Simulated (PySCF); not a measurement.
Al(Cl)(OMe)(SeH) (CH4AlClOSe), SMILES C[O][Al]([Cl])[SeH]. Atoms are numbered in the order given.

```xyz
9

Al     0.0378     0.4242     0.0000
Cl     1.9755     1.2244     0.0000
O     -1.3009     1.4407     0.0000
C     -1.5926     2.8104     0.0000
H     -2.1868     3.0737    -0.8919
H     -0.6787     3.4322     0.0000
H     -2.1868     3.0737     0.8919
Se    -0.3002    -1.8299     0.0000
H      1.1458    -2.0784     0.0000
```
Charge 0, spin multiplicity 1.

Coordinates come from a ωB97X-D3(BJ)/def2-SVP optimisation. The structure was generated by enumeration; whether it is a known compound was not checked. Other conformers were not sampled.

Level of theory: PBE/def2-TZVP run with PySCF.

Gas-phase values at a fixed geometry.

Computed frontier levels, gap, dipole moment and polarisability:
The highest occupied level is -6.36 eV and the lowest empty level is -1.55 eV. The orbital gap is 4.82 eV. The dipole moment is 0.71 D and the quadrupole, principal values (traceless, Buckingham form, about the centre of nuclear charge) is -7.85, 0.01, 7.84 D·Å. The mean static polarisability is 81.0 bohr³ (12.00 Å³) and the polarisability, principal values comes out as 62.6, 80.8, 99.5 bohr³.
